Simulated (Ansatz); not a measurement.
Total energies of CH4AlBO, SMILES `C[B]1[O][AlH]1`.

Z-matrix (Å, degrees):
```
C
B 1 1.549
H 1 1.094 2 111.6
H 1 1.094 2 110.3 3 -121.4
H 1 1.094 2 110.3 3 121.4
O 2 1.331 1 135.2 3 0.0
Al 2 2.013 1 163.0 3 179.9
H 7 1.586 2 158.3 1 180.0
```

The species carries charge 0 and has multiplicity 1. The structure was optimised at the PBE0-D4/def2-TZVP level. Basis def2-TZVPP, Ansatz 0.2.0.

RPA on PBE orbitals: Hartree–Fock energy of these orbitals -381.70706 Eh, correlation -0.96817 Eh (frozen core).

```tsv
functional	energy without D4 (Eh)	D4 term (kJ/mol)
LDA (SPW92)	-380.85963	–
PBE	-382.79766	-12.2
revPBE	-383.01637	-37.6
r2SCAN	-383.00568	-2.9
r2SCANh	-382.99578	-3.1
HSE06 (plane-wave form)	-382.81521	-9.6
BHLYP	-383.03606	-15.4
CAM-B3LYP	-383.05034	-10.4
LC-ωPBE	-382.92730	–
B2PLYP	-382.88343	–
```

(1) Give the same for BLYP, B97M-V, PBE0, B3LYP, r2SCAN0, ωB97X-V, ωB97M-V, PBE-QIDH. (An estimate is asked.)

B3LYP takes the VWN-RPA correlation (the form of Gaussian; ORCA's B3LYP/G). HSE06 is the plane-wave form, built on full-range PBE exchange. The double hybrids freeze the cores in their second-order part.

Results:

(1) Ansatz gave: 
```tsv
functional	energy without D4 (Eh)	D4 term (kJ/mol)
BLYP	-383.07331	-27.0
B97M-V	-383.04792	–
PBE0	-382.82881	-10.3
B3LYP	-383.14321	-19.8
r2SCAN0	-382.98182	-3.4
ωB97X-V	-383.02436	–
ωB97M-V	-383.03773	–
PBE-QIDH	-382.71695	–
```

LC-ωPBE has ω = 0.4 bohr⁻¹.
